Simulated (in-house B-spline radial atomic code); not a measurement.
The numbers below are computed, except where a source is named.
**Se in an electron gas of r_s = 1.5: phase shifts, screening and friction**

A nucleus sits in a uniform electron gas with a rigid positive background. The Kohn-Sham equations are solved self-consistently in the spin-unpolarised LDA (PW92), non-relativistic, on B-splines with outgoing waves at the boundary and partial waves to l = 8. The model has no lattice, no bands and no magnetic solution. Atomic units; δ_l are the phase shifts at the Fermi level, counted so that each bound state adds π, and good to about 0.0005.

The density parameter is r_s = 1.5 bohr.

| l | δ_l (rad) |
| --- | --- |
| 0 | 10.0020 |
| 1 | 7.5286 |
| 2 | 3.8013 |
| 3 | 0.1821 |
| 4 | 0.0406 |
| 5 | 0.0108 |
| 6 | 0.0030 |
| 7 | 0.0009 |
| 8 | 0.0003 |

Bound levels below the band bottom (hartree): p -50.83, s -6.954, p -4.96, d -1.421, s -0.2005 and deeper ones.

(1) Check the Friedel sum rule, and say where the screening charge sits.

(2) Find the transport cross section and the electronic stopping of a 10 keV Se ion (mass 78.97 u).

## Answers

(1) k_F = (9π/4)^(1/3)/r_s = 1.27944. The rule is Z = (2/π) Σ (2l + 1) δ_l. The terms are s 6.367, p 14.379, d 12.100, f 0.811 and 0.345 beyond, in all 34.002 against Z = 34. Bound states hold 8 s, 12 p, 10 d electrons, so the scattering states carry 4.00 in all; where a term is smaller than its bound count, the bound level has drawn weight out of the band.

(2) σ_tr = (4π/k_F²) Σ (l + 1) sin²(δ_l − δ_(l+1)). The terms for l = 0 to 3 are 0.3839, 0.6112, 0.6338, 0.0796, all together 1.7133, so σ_tr = 7.677 × 1.7133 = 13.152 bohr². With n = 3/(4π r_s³) = 0.07074, the friction coefficient is Q = n k_F σ_tr = 1.1903. For v well below v_F = 1.279, dE/dx = Q v; with 24801 eV per u at v = 1, v = √(10000/(24801 × 78.97)) = 0.0715, so dE/dx = 0.08505 hartree/bohr = 43.7 eV/nm. The largest term couples the d and f waves.
